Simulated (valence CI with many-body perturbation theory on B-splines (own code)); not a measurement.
# Sr XXXII in three bases

Calculated by configuration interaction combined with many-body perturbation theory (CI+MBPT): five valence electrons over a frozen Dirac-Fock core [He], radial functions for each j: 9 s, 9 p, 8 d, 6 f, 3 g, 1 h, with the one-electron correlation potential Σ1 (screened to all orders), the two-electron term Σ2, the three-electron term Σ3, Breit, model QED; selected single and double excitations, second order for the rest, scaled by the run's own slope (own B-spline code, finite nucleus).

The last digits are not significant, and no measured levels were compared; by estimate large intervals hold to a few tenths of a per cent, small ones and those within an open d or f shell to about a per cent. Among the levels kept, up to 5500 cm⁻¹ of a level comes from second order outside the variational space, and about a tenth of that is noise between levels of different J, which matters for small intervals.

The reference run has the lowest level (2s^2 2p1/2^2 2p3/2) J=3/2 and an ionisation energy of 3824.03 eV. Its largest variational space holds 27460 state functions.

Levels are named by their leading jj configuration (3d3/2^4 stands for four electrons in 3d with j = 3/2), which in mixed levels can hold well under half, so a name can repeat and another be missing. Letters in brackets count levels of one name in rising energy.

Changed runs:
A. basis 6 s, 6 p, 5 d, 3 f, 1 g
B. basis 5 s, 5 p, 4 d, 2 f

Excitation energies of the reference run in cm⁻¹, and shifts in cm⁻¹:

| Level | Reference | A | B |
| --- | --- | --- | --- |
| (2s^2 2p1/2 2p3/2^2) J=3/2 | 494827 | -14 | -67 |
| (2s^2 2p1/2 2p3/2^2) J=5/2 | 606572 | +125 | +304 |
| (2s^2 2p1/2 2p3/2^2) J=1/2 | 752211 | +112 | +394 |
| (2s^2 2p3/2^3) J=3/2 | 1242340 | +77 | +233 |
| (2s 2p1/2^2 2p3/2^2) J=5/2 | 1580910 | -36 | -127 |
| (2s 2p1/2^2 2p3/2^2) J=3/2 | 1881030 | +26 | +106 |
| (2s 2p1/2^2 2p3/2^2) J=1/2 | 1884990 | +18 | +150 |
| (2s 2p1/2 2p3/2^3) J=3/2 [a] | 2248130 | +78 | +274 |
| (2s 2p1/2 2p3/2^3) J=5/2 | 2390880 | +170 | +497 |
| (2s 2p1/2 2p3/2^3) J=1/2 | 2556860 | +123 | +481 |
| (2s 2p1/2 2p3/2^3) J=3/2 [b] | 2647810 | +215 | +697 |
| (2s 2p3/2^4) J=1/2 | 3186970 | +161 | +612 |
| Ionisation energy (eV) | 3824.03 | -0.03 | -0.11 |
